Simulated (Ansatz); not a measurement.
Consider the redistribution: `[OH][GeH2][SiH2][SiH3]` + `CO[SiH](C)O` → `CO[SiH](O)[SiH3]` + `C[SiH2][GeH2][OH]`.

Computed with Ansatz on PBE0-D4/def2-TZVP structures; ΔE is electronic, products minus reactants. CCSD(T)/CBS adds triple-zeta CCSD(T) − MP2 to the extrapolated MP2 energy (def2 sets, frozen cores). Functionals use def2-TZVPP. For Ge outer-core shells are correlated without core-valence functions, which leaves a few kJ/mol of doubt a bond. Scalar relativity is left out up to krypton. Each species was taken in one conformer, which may not be the lowest.

```csv
level,ΔE (kJ/mol)
r2SCAN-D4,28.8
ωB97X-V,25.3
B2PLYP,24.8
r2SCAN,28.6
MP2/def2-TZVPP,27.6
CCSD/def2-TZVPP,27.2
MP2/def2-QZVPP,27.6
CCSD/CBS(def2),27.2
```

**Question.** What does CCSD(T)/CBS give? (Best estimate.)

**Answer.** Computed: +27.3 kJ/mol. The listed levels differ from it by 1.5, -2.0, -2.5, 1.3, 0.3, -0.1, 0.3, -0.1 kJ/mol.

Largest T1 diagnostic among the species: 0.013.
